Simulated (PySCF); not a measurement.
# Computed records: H$_{3}$NSi

All values are calculated (PySCF 2.14.0). Calculation on a computer-drawn molecule: vertical ionisation energy to the stated ion spin, frozen-core CCSD(T) at the basis limit and cheaper methods, single-reference cases, UHF for radicals, no spin-orbit; all values are single points at the evaluated structure, the first of each entry, which is the reference or a displaced copy of it and isn't optimised; the reference structure only sets the zero of the energies above reference; triples share is (T) over the correlation energy.

H$_{3}$NSi

Evaluated structure:
```xyz
5
H3NSi
N     -0.4923     0.9664    -1.2320
Si    -0.4870    -0.0644    -0.0648
H     -0.9051     1.9084    -1.1724
H     -1.3001     0.0468     1.2117
H      0.1827    -1.3407    -0.1745
```

Reference structure:
```xyz
5
H3NSi
N     -0.4358     0.9878    -1.2132
Si    -0.5190    -0.0644    -0.0489
H     -0.8866     1.8841    -1.1846
H     -1.2298     0.0392     1.2433
H      0.1778    -1.3488    -0.1899
```

Here we set charge 0, multiplicity 1, ion multiplicity 2, diffuse functions no, basis cc-pV(n+d)Z, reference is the Hartree-Fock double-zeta minimum, best is HF at quadruple zeta + MP2 correlation extrapolated from triple and quadruple zeta + CCSD(T) minus MP2 at triple zeta and basis step is the size of the change from the same recipe one zeta lower.

Results for H$_{3}$NSi: ionisation energy best 9.967 eV; ionisation energy basis step 0.06891 eV; energy above reference best 1.745 kcal/mol; energy above reference basis step 0.06647 kcal/mol; ionisation energy Koopmans at triple zeta 10.39 eV; ionisation energy EOM CCSD at triple zeta 9.783 eV; total energy HF triple zeta -345.1141 hartree; total energy CCSD(T) triple zeta -345.4829 hartree; total energy best -345.5319 hartree; T1 diagnostic at triple zeta 0.01783; D1 diagnostic at triple zeta 0.04908; ion T1 diagnostic at triple zeta 0.02684; ion D1 diagnostic at triple zeta 0.1005; ion spin squared at triple zeta 0.7727; triples share at triple zeta 0.04253; basis functions triple zeta 111; dipole magnitude HF at triple zeta 2.64 debye; dipole magnitude CCSD unrelaxed at triple zeta 2.037 debye; dipole magnitude PBE at triple zeta 1.83 debye; dipole magnitude r2SCAN at triple zeta 1.957 debye; dipole magnitude B3LYP at triple zeta 2.048 debye; dipole magnitude wB97X at triple zeta 2.257 debye.

Drawn bonds:
| atom | other atom | order |
| --- | --- | --- |
| 1 | 2 | 2 |
| 1 | 3 | 1 |
| 2 | 4 | 1 |
| 2 | 5 | 1 |

Triple zeta:
| method | ionisation energy (eV) | energy above reference (kcal/mol) |
| --- | --- | --- |
| HF | 8.123 | 1.731 |
| PBE | 9.773 | 1.53 |
| r2SCAN | 9.674 | 1.623 |
| B3LYP | 9.774 | 1.606 |
| wB97X | 9.692 | 1.517 |
| MP2 | 9.989 | 1.87 |
| CCSD | 9.634 | 1.763 |
| CCSD(T) | 9.781 | 1.812 |
